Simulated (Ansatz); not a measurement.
System: sum formula HSiO₂Cl₂, net charge 0, doublet state. It need not be the lowest isomer of its formula. 
Structure (B3LYP-D3(BJ)/def2-TZVP (Ansatz, a program for electronic structure) minimum search):
SMILES: [O][Si](O)(Cl)Cl
```xyz
6

Si     0.3344     0.0604    -0.1098
Cl    -0.3698    -0.1512     1.7996
Cl    -1.1557    -0.0763    -1.4747
O      0.9527     1.5788     0.0389
O      1.4225    -1.0637    -0.5319
H      2.2505    -1.0993    -0.0422
```
Charge 0, spin multiplicity 2.

Total electronic energies in hartree. Cores are frozen in the correlated levels unless marked. UHF or UKS for open shells. Spin-orbit coupling is left out. Non-relativistic. CBS marks a two-point X^-3 extrapolation of the correlation energy; Hartree-Fock from the larger set. The bracket is a focal-point correction in the basis named.

| level | program | energy (Eh) |
|---|---|---|
| HF/STO-3G | Ansatz | -1343.14576 |
| HF/6-31G | Ansatz | -1358.12694 |
| HF/6-31G* | Ansatz | -1358.33051 |
| HF/cc-pV(D+d)Z | Ansatz | -1358.41328 |
| revPBE-D3(BJ)/def2-TZVPD | Ansatz + dftd3 | -1360.90674 |
| revPBE-D4/def2-TZVPD | Ansatz + dftd4 | -1360.91203 |
| B3LYP-D4/def2-TZVPD | Ansatz + dftd4 | -1361.23223 |
| B3LYP/def2-TZVPD | Ansatz | -1361.22004 |
| PBE0/STO-3G | Ansatz | -1345.00695 |
| PBE0/6-31G* | Ansatz | -1360.41274 |
| PBE0-D4/def2-TZVPD | Ansatz + dftd4 | -1360.59963 |
| r2SCAN0-D4/def2-TZVPD | Ansatz + dftd4 | -1360.99343 |
| HSE06-D4/def2-TZVPD | Ansatz + dftd4 | -1360.57125 |
| B2GP-PLYP-D3(BJ)/def2-TZVPD | Ansatz + dftd3 | -1360.55064 |
| B2GP-PLYP-D4/def2-TZVPD | Ansatz + dftd4 | -1360.54756 |
| B2GP-PLYP/def2-TZVPD | Ansatz | -1360.54443 |
| B2PLYP-D4/def2-TZVPD | Ansatz + dftd4 | -1360.70836 |
| MP2/6-31G | Ansatz | -1358.46266 |
| MP2/cc-pV(D+d)Z | Ansatz | -1359.09838 |
| MP2/cc-pVTZ | Ansatz | -1359.42213 |
| RI-MP2/cc-pV(T+d)Z | Ansatz | -1359.43271 |
| CCSD(T)/cc-pV(D+d)Z | Ansatz | -1359.15832 |
| RI-MP2/CBS(cc-pV(T+d)Z,cc-pV(Q+d)Z)+[CCSD(T)-MP2]/cc-pV(T+d)Z | Ansatz | -1359.6864 |

Totals of different functionals don't rank their quality; only differences between species are comparable.
